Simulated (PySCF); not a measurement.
**Working out the excitation energy of Be**

Be [He] 2s2 (1S) → Be [He] 2s1 3s1 (3S). All numbers are calculated (PySCF 2.14, scalar relativity by spin-free X2C-1e, in x2c-QZVPPall with one added diffuse shell each of s, p type (8s5p2d1f, 40 functions)). Frozen: 1s2. Energies in hartree (1 hartree = 27.21139 eV):

```tsv
part	Be (lower)	Be (upper)
UHF	-14.575518	-14.379515
CCSD correlation	-0.045845	-0.005125
(T)	0.000000	0.000000
```

Question: What does Hartree-Fock give?

Answer: (-14.379515) − (-14.575518) = 0.196003 hartree = 5.334 eV.

Question: What do CCSD and CCSD(T) give?

Answer: The CCSD correlation energies differ by 0.040720 hartree = 1.108 eV and the triples by 0.000000 hartree = 0.000 eV, so CCSD gives 6.442 eV and CCSD(T) 6.442 eV.

Measured between the centres of the two terms (NIST): 6.457 eV, so CCSD(T) (valence) is off by -0.015 eV.

What remains against the reference includes basis incompleteness, the frozen core and higher excitations.
